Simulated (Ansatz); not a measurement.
System: WO$_{3}$, charge 0, multiplicity 1. SMILES: [O]=[W](=[O])=[O]
Geometry: optimised at B3LYP-D3(BJ)/def2-TZVP (Ansatz, an electronic-structure program).

Property: vertical ionisation energy (to the doublet state of charge +1; each state is the SCF solution reached for its spin; the molecule has degenerate orbitals, so one determinant may break the symmetry; the UHF <S^2> is 1.25 for the doublet (pure: 0.75); for the doublet the Hartree-Fock reference is unstable and T1 is 0.066; for the singlet the Hartree-Fock reference is unstable and T1 is 0.032), in eV. Valence correlation only, unless marked. Open shells are spin-unrestricted. Spin-orbit coupling is left out. Frozen are the shells of the preceding noble gas and the d and f shells that filled before the atom's block. In def2 rows, elements after Kr have scalar-relativistic effective core potentials. Basis-set limits of correlation are two-point, X^-3; Hartree-Fock from the larger set.

| level | program | vertical ionisation energy (eV) |
|---|---|---|
| HF/def2-QZVPPD | Ansatz | 9.03 |
| RI-HF/def2-TZVPPD | Ansatz | 9.03 |
| SVWN5/def2-TZVPD | Ansatz | 11.21 |
| PBE/def2-TZVPD | Ansatz | 10.87 |
| r2SCAN/def2-TZVPD | Ansatz | 10.98 |
| B3LYP/def2-TZVPD | Ansatz | 11.22 |
| PBE0/def2-TZVPD | Ansatz | 11.16 |
| BHLYP/def2-TZVPD | Ansatz | 11.06 |
| CAM-B3LYP/def2-TZVPD | Ansatz | 11.36 |
| wB97M-V/def2-TZVPD | Ansatz | 11.31 |
| wB97X-V/def2-TZVPD | Ansatz | 11.29 |
| B2PLYP/def2-TZVPD | Ansatz | 11.49 |
| RI-MP2/def2-TZVPPD | Ansatz | 15.15 |
| RI-MP2/def2-QZVPPD | Ansatz | 15.27 |
| RI-MP2/CBS(def2-TZVPPD,def2-QZVPPD) | Ansatz | 15.36 |
| CCSD/def2-SVPD | Ansatz | 10.98 |
| CCSD(T)/def2-SVPD | Ansatz | 11.16 |
